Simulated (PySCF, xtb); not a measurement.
Ga(Br)2(OH) (Br₂GaHO), SMILES [OH][Ga]([Br])[Br]. The values are those of a single conformer.

Harmonic wavenumbers (cm⁻¹) from GFN2-xTB run with xtb at its own minimum, in rising order: 71, 105, 131, 235, 319, 339, 465, 588, 3636.

Question: What does PBE-D3(BJ)/def2-SVP (PySCF) give at its own minimum? (The exact figures need the calculation; the answer reports its results.)

Answer: 83, 133, 145, 258, 342, 343, 692, 829, 3714. Paired by order, the mean absolute difference is 72 cm⁻¹ and the zero-point energies are 8.4 and 9.3 kcal/mol.
